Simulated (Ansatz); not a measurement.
Consider the formal exchange of groups at the Si–C bond: `O=C([SiH3])OCO` + `SC1CO1` → `[SiH3]C1(S)CO1` + `O=COCO`.

Isolated molecules relaxed with PBE0-D4/def2-TZVP in Ansatz; ΔE leaves out vibrations. CCSD(T)/CBS adds triple-zeta CCSD(T) − MP2 to the extrapolated MP2 energy (def2 sets, frozen cores). DFT in def2-TZVPP. B3LYP here is the variant with VWN-RPA as its local correlation; programs differ in this. HSE06 is defined as in plane-wave codes. One conformer a species, not always the lowest.

`O=C([SiH3])OCO`:

Z-matrix (Å, degrees):
```
Si
C 1 1.922
H 1 1.482 2 106.8
H 1 1.482 2 106.6 3 -117.8
H 1 1.482 2 111.2 3 121.2
O 2 1.336 1 114.6 3 -121.0
O 2 1.209 1 122.2 3 58.8
C 6 1.446 2 114.7 1 -178.5
O 8 1.372 6 112.6 2 -66.8
H 8 1.094 6 107.1 2 57.8
H 8 1.088 6 104.4 2 175.7
H 9 0.965 8 107.0 6 73.4
```

`SC1CO1`:

Z-matrix (Å, degrees):
```
C
C 1 1.455
O 1 1.407 2 59.7
S 1 1.780 2 124.7 3 -107.1
H 1 1.088 2 119.2 3 103.7
H 2 1.087 1 120.2 3 -103.1
H 2 1.087 1 119.0 3 103.6
H 4 1.343 1 96.3 2 19.2
```

`[SiH3]C1(S)CO1`:

Z-matrix (Å, degrees):
```
Si
C 1 1.889
H 1 1.484 2 109.6
H 1 1.484 2 109.8 3 120.4
H 1 1.484 2 107.1 3 -119.7
S 2 1.785 1 113.4 3 -65.1
C 2 1.465 1 119.3 3 88.6
O 2 1.430 1 115.1 3 155.1
H 6 1.344 2 97.7 1 160.2
H 7 1.088 2 118.5 1 -152.5
H 7 1.089 2 120.5 1 -0.7
```

`O=COCO`:

Z-matrix (Å, degrees):
```
C
O 1 1.371
O 1 1.445 2 112.6
H 1 1.094 2 112.8 3 121.4
H 1 1.087 2 108.5 3 -115.0
H 2 0.965 1 107.2 3 -73.6
C 3 1.326 1 114.4 2 66.4
O 7 1.201 3 125.5 1 -1.7
H 7 1.099 3 110.2 1 178.5
```

```csv
level,ΔE (kJ/mol),difference from CCSD(T)/CBS
PBE-D4,-3.9,2.9
BLYP-D4,-2.9,3.9
HSE06-D4,-5.6,1.2
ωB97X-V,-4.4,2.4
PBE,-0.9,5.9
r2SCAN,-3.8,3.0
B3LYP,1.0,7.8
r2SCAN0,-5.2,1.6
LC-ωPBE,-2.9,3.9
HF/def2-SVP,-3.9,2.9
CCSD(T)/def2-SVP,-8.6,-1.8
SCS-MP2/def2-TZVPP,-8.5,-1.7
CCSD/def2-TZVPP,-6.0,0.8
CCSD(T)/def2-TZVPP,-6.7,0.1
MP2/def2-QZVPP,-11.1,-4.3
CCSD/CBS(def2),-6.1,0.7
CCSD(T)/CBS,-6.8,0
```

**Question.** What do rigid-rotor, harmonic-oscillator terms from PBE0-D4/def2-TZVP frequencies (298.15 K, 1 bar) make of the CCSD(T)/CBS value? (Best estimate.)

**Answer.** Ansatz gave: ΔZPE = -0.2 kJ/mol, ΔH = -7.3 kJ/mol, ΔS = -12 J/(mol·K), ΔG = -3.6 kJ/mol. Modes under 50 cm⁻¹ make the entropy rough.

Largest T1 diagnostic among the species: 0.015.

Leaving LDA and LC-ωPBE aside and taking each functional with its dispersion term where it has one, the values, not all of them listed here, spread over 4.6 kJ/mol, from PBE-QIDH to BLYP-D4. LDA lies −4.0 kJ/mol from PBE without D4. From BLYP to BHLYP (50 % exact exchange), in def2-TZVPP and without D4, ΔE moves by −4.8 kJ/mol. In def2-TZVPP, CCSD(T) changes the Hartree–Fock value by −5.1 kJ/mol (the triples alone add −0.7 kJ/mol) and MP2 by −9.5 kJ/mol.
